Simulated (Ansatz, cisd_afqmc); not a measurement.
Species: Ge₂H₆, charge 0, singlet. Ge2H6 (SMILES [GeH3][GeH3]).
B3LYP-D3(BJ)/def2-TZVP minimum from Ansatz (a first-principles code):
```
Ge
H 1 1.5391
H 1 1.5391 2 108.52
H 1 1.5391 2 108.52 3 117.74
Ge 1 2.4359 2 110.41 3 -121.13
H 5 1.5391 1 110.41 2 180.00
H 5 1.5391 6 108.52 1 -121.13
H 5 1.5391 6 108.52 7 -117.74
```
Charge 0, spin multiplicity 1.

Atomisation energy term by term, kcal/mol (programs: Ansatz, cisd_afqmc). Radicals and triplets start from unrestricted determinants; spin-orbit coupling is neglected. Cores are frozen in correlated methods (noble-gas shells, and filled d and f shells in the p block). No relativity. AFQMC is phaseless with a CISD trial state; ± is one standard error, without the phaseless bias. Outlying blocks are dropped, and bars are widened where a walk drifts. Over all cases where full CI ran beside it in this data, AFQMC minus full CI had a median of +0.1 mEh and passed +0.4 mEh in a tenth of the cases. CBS(X,Y): correlation extrapolated as X^-3, Hartree-Fock from the larger set. A bracket is a step between two methods taken in the basis named. Where a partner has so few electrons that a lower coupled-cluster level is exact, that level stands in.

| term | basis | kcal/mol |
|---|---|---|
| Hartree-Fock | cc-pVQZ | 362.93 |
| CCSD correlation | CBS(cc-pVTZ,cc-pVQZ) | 117.52 |
| (T) | CBS(cc-pVTZ,cc-pVQZ) | 3.58 |
| CCSDT(Q) - CCSD(T) | cc-pVTZ | 0.30 |
| sum: De |  | 484.3 |

The step beyond CCSD(T) by other levels: AFQMC/CISD in cc-pVDZ 0.66 ± 0.30; CCSDT(Q) in cc-pVDZ 0.45 kcal/mol.
